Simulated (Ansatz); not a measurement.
SnF2 (SMILES [F][Sn][F]): the energy, rung by rung

SnF2: 3 atoms, total charge 0, spin state singlet. SMILES: `[F][Sn][F]`. The shape comes from GFN2-xTB, which is rough for such elements, and wasn't checked as a minimum.

```
atom    x (Å)    y (Å)    z (Å)
  Sn   0.0053  -0.0076  -0.8651
   F   1.6183  -0.0212   0.4431
   F  -1.6236   0.0288   0.4221
```

Quantity: the energy change with the Sn1–F3 bond stretched from 2.076 to 3.115 Å, in eV. The values are calculated.

```
                       level                   kind  program  value (eV)  less FCI/STO-3G  CPU time (all runs)
   SVWN5/STO-3G (restricted)                    LDA   Ansatz        4.38            +1.49                4.4 s
    BLYP/STO-3G (restricted)                    GGA   Ansatz        4.07            +1.18                6.9 s
     PBE/STO-3G (restricted)                    GGA   Ansatz        4.10            +1.21                6.8 s
  r2SCAN/STO-3G (restricted)               meta-GGA   Ansatz        4.32            +1.43                 17 s
   B3LYP/STO-3G (restricted)          global hybrid   Ansatz        4.58            +1.69                4.4 s
    PBE0/STO-3G (restricted)          global hybrid   Ansatz        4.69            +1.80                4.2 s
CCSDT(Q)/STO-3G (restricted)  coupled cluster or CI   Ansatz        2.90            +0.01                4.6 s
   CCSDT/STO-3G (restricted)  coupled cluster or CI   Ansatz        2.90            +0.01                3.5 s
                  FCI/STO-3G     exact in the basis   Ansatz        2.89             0.00                7.8 s
```

FCI/STO-3G is exact within its basis and frozen core, so for wave-function methods in that basis the difference is their error; functionals converge differently with the basis, so for them it is only a difference. All-electron rows without a relativistic Hamiltonian named are non-relativistic. The first shape isn't each level's own minimum. The values span 2.89 to 4.69 eV. All rows use very small basis sets, so none should be taken for the real molecule's value. In the correlated wave-function rows the outer d shell of Sn is correlated, in sets not made for it. In so small a basis fixed costs decide the times, and correlated methods can beat functionals. CPU times are rough (shared hosts, several kinds of processor and program).
